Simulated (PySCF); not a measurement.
CH₄OSe₂, SMILES CO[Se][SeH].

Geometry optimised at PBE-D3(BJ)/def2-SVP. One conformer was computed; it need not be the lowest.

All values below come from PySCF with PBE-D3(BJ)/def2-SVP.

Frequencies are harmonic and unscaled.

Computed harmonic wavenumbers and intensities:
```
mode  ν (cm⁻¹)  IR (km/mol)  moving atoms (share of kinetic energy)
----  --------  -----------  --------------------------------------
1           83          1.6                 C 44 %, Se 32 %, H 23 %
2          147          0.9                 H 67 %, O 22 %, Se 10 %
3          224          4.4                 O 44 %, H 41 %, Se 12 %
4          274          8.5                                 Se 92 %
5          298          2.2         H 44 %, C 24 %, O 17 %, Se 15 %
6          360          4.6           H 73 %, C 10 %, Se 9 %, O 8 %
7          552         54.8                         O 74 %, Se 16 %
8          696          7.8                                  H 98 %
9         1029         86.7                          O 47 %, C 46 %
10        1123          1.6                          H 75 %, C 19 %
11        1135          7.7                   H 70 %, C 22 %, O 8 %
12        1388          6.4                           H 90 %, C 9 %
13        1394         11.6                                  H 95 %
14        1425         15.8                                  H 96 %
15        2281         26.7                                  H 99 %
16        2914         58.8                                  H 97 %
17        2992         34.2                          H 90 %, C 10 %
18        3046         11.5                           H 91 %, C 9 %
```
